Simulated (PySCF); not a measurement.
A spin–spin coupling run with PySCF 2.14.0 with density-fitted response routines (density fitting, non-relativistic, gas phase) on Nitrosobenzene (SMILES O=Nc1ccccc1):

```
$ OMP_NUM_THREADS=1 python probes_run.py task.json out

{"job": {"kind": "j", "xc": "B3LYP", "basis": "pcJ-1"}, "charge": 0, "multiplicity": 1}
O     -2.353572    -2.205866     0.172233
N     -2.288856    -1.052537    -0.159349
C     -0.986667    -0.458627    -0.068422
C     -0.909265     0.882072    -0.447677
C      0.316626     1.539509    -0.388530
C      1.447592     0.848928     0.047258
C      1.362838    -0.496807     0.425350
C      0.144142    -1.157585     0.369536
H     -1.823415     1.378205    -0.781850
H      0.393798     2.588883    -0.681113
H      2.410771     1.362931     0.094329
H      2.258038    -1.023754     0.763989
H      0.027970    -2.205351     0.654249
```

Hardware: 1 thread of an Intel Xeon, shared host. The job also computes field gradients.

Question: How large is the calculation?

Answer: 56 electrons, 266 basis functions and 928 auxiliary functions.

Question: How long does it take, and how much memory does it need?

Answer: 43 s of wall time, with 15 SCF cycles; peak memory 1.1 GiB. Times on a shared host scatter by some tens of per cent.

Question: And these other runs on the same molecule and hardware: GIAO shielding at PBE0/pcSseg-1?

Answer: PBE0/pcSseg-1: 161 functions, 21 s.
